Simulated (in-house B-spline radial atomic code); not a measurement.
Configurations of the gold ion Au³⁺, with energies counted from [Xe] 4f14 5d8. Computed with a B-spline radial code for spherical atoms: Dirac-Hartree-Fock, average of configuration, Fermi nucleus of rms radius 5.4371 fm. Energies include first-order Breit, QED and recoil terms.

Occupations are held fixed; configurations that lie above the ionisation limit could autoionise.

```
                 configuration  E - E(ref) (eV)  highest orbital  its <r> (bohr)
             [Xe] 4f14 5d7 6f1           36.816            6f5/2           7.121
             [Xe] 4f14 5d7 5g1           37.388            5g7/2           6.846
             [Xe] 4f14 5d7 9p1           39.799            9p3/2            12.9
    [Kr] 4d10 4f14 5s2 5p5 5d9           61.894            5d5/2            1.43
[Kr] 4d10 4f14 5s2 5p5 5d8 5f1           94.126            5f5/2           3.882
             [Xe] 4f13 5d8 8p1           120.77            8p3/2            8.77
             [Xe] 4f13 5d8 6g1           123.97            6g7/2           10.95
```

(1) Order these further configurations by energy, lowest first.
A. [Xe] 4f14 5d7 7s1
B. [Xe] 4f14 5d7 8s1
C. [Xe] 4f14 5d7 6p1
D. [Xe] 4f13 5d8 9g1
E. [Xe] 4f14 5d7 8p1

(2) How far above the reference does [Kr] 4d10 4f14 5s2 5p5 5d8 6f1 lie?

(3) How far above the reference does [Xe] 4f14 5d7 9g1 lie?

Answers

(1) C (17.97 eV), A (28.144 eV), B (35.362 eV), E (36.906 eV), D (127.34 eV).

(2) 99.326 eV; its least bound orbital is 6f5/2 with <r> = 7.046 bohr.

(3) 43.415 eV; its least bound orbital is 9g7/2 with <r> = 27.78 bohr.
